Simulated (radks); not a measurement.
Effect of the nuclear size on neutral strontium, [Kr] 5s2. Method: Dirac Kohn-Sham, exchange-only LDA, spin-unpolarised, spherical densities, finite nucleus; Fermi nuclear charge, rms radius 4.224 fm; computed with a radial shooting solver on a logarithmic mesh with Libxc functionals. The rms radius is varied about that value; shifts are against it.

\begin{tabular}{lrrrrrrr}
rms radius (fm) & total energy shift (eV) & density at nucleus (e/bohr^3) & 1s1/2 shift (meV) & 2s1/2 shift (meV) & 3p1/2 shift (meV) & 4s1/2 shift (meV) & 4p1/2 shift (meV) \\ \hline
3.6284 & -0.217 & 6.152e+04 & -92.0 & -9.46 & 0.167 & -0.187 & 0.048 \\
4.0424 & -0.0693 & 6.094e+04 & -29.4 & -3.02 & 0.053 & -0.060 & 0.015 \\
4.224 & 0 & 6.07e+04 & 0.000 & 0.000 & 0.000 & 0.000 & 0.000 \\
4.5999 & 0.152 & 6.024e+04 & 64.6 & 6.64 & -0.117 & 0.131 & -0.034 \\
4.8998 & 0.282 & 5.991e+04 & 120 & 12.3 & -0.217 & 0.243 & -0.062 \\
\end{tabular}

Slopes of the eigenvalues against <r^2> in GHz/fm^2, as finite differences over the two radii next to the reference (eigenvalue slopes, not the field-shift constants of lines): 1s1/2 4720, 2s1/2 485, 3p1/2 -8.55, 4s1/2 9.57, 4p1/2 -2.46.
